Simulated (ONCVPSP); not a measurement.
# Ranking ONCV potentials for aluminium (Al)

All share these settings but for the change named:

ONCVPSP 4.0.1 input, shortened (lines: element, Z, core and valence counts, functional; n l f; lmax; l rc ep ncon nbas qcut; lloc lpopt rc5 dvloc0; l nproj debl; icmod fcfact rcfact), LDA (Perdew-Zunger), scalar-relativistic:

```
  Al 13.00    3    2        3      upf
    1    0    2.00
    2    0    2.00
    2    1    6.00
    3    0    2.00
    3    1    1.00
    1
    0    2.25    0.00    4    8    2.90
    1    2.50    0.00    4    8    4.00
    4    4    1.75    2.00
    0    2    3.20
    1    2    4.00
    3    6.00    1.70
```

Cutoff: the first of the cutoffs (Ha) at which the residual kinetic energy of the hardest occupied pseudo-wave falls to 1 and 0.1 mHa per electron; the density cutoff is not measured.

The base gives 5 Ha.

Of 7 variants that were run, those that failed, showed a ghost or another fault, or gave nearly equal values are left out.

A variant can come out equal or close to the base.

Q: Rank these variants from softest to hardest (loose cutoff).
A. all radii but the core radius scaled by about 1.28 (s 2.88, p 3.20 bohr); local potential polynomial inside 2.24 bohr (lpopt 4, dvloc0 2 Ha)
B. p: debl 1.55
C. s: rc 2.3

A: A (3 Ha), C (5 Ha), B (5 Ha).
